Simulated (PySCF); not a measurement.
A series of related compounds: SMILES N#[C][Al-]([C]#N)([C]#N)[C]#N, [C₄AlN₄]-; [AlH4]-, [AlH₄]-; `[OH][Al-]([OH])([OH])[OH]`, [AlH₄O₄]-; [AlCl4]- ([Cl][Al-]([Cl])([Cl])[Cl], [AlCl₄]-); `[NH2][Al-]([NH2])([NH2])[NH2]`, [AlH₈N₄]-; [AlMe4]- (SMILES [CH3][Al-]([CH3])([CH3])[CH3]); [AlF4]- ([F][Al-]([F])([F])[F], [AlF₄]-).

PySCF 2.14.0 with density-fitted response routines calculation with structure optimised with PBE0-D3(BJ)/def2-SVP and NMR shieldings at B3LYP/pcSseg-1 (pcSseg-2 on Al)/GIAO; non-relativistic, fast rotation and ring inversion assumed for equivalent nuclei, one conformer, gas phase.

δ = σ(ref) − σ, references computed at the same level: ²⁷Al (571.15 ppm) vs [Al(H2O)6]3+.

**Question.** How does the ²⁷Al shift change along the series?

**Answer.** 
| compound | change | δ (ppm) | HOMO–LUMO gap (eV) |
| --- | --- | --- | --- |
| [Al(CN)4]- | ligand (all four): H to CN | 66.5 | 8.36 |
| [AlH4]- | base | 87.9 | 7.55 |
| [Al(OH)4]- | ligand (all four): H to OH | 104.9 | 7.59 |
| [AlCl4]- | ligand (all four): H to Cl | 126.5 | 8.89 |
| [Al(NH2)4]- | ligand (all four): H to NH2 | 140.4 | 6.25 |
| [AlMe4]- | ligand (all four): H to Me | 173.6 | 6.85 |
| [AlF4]- | ligand (all four): H to F | 60.4 | 10.57 |
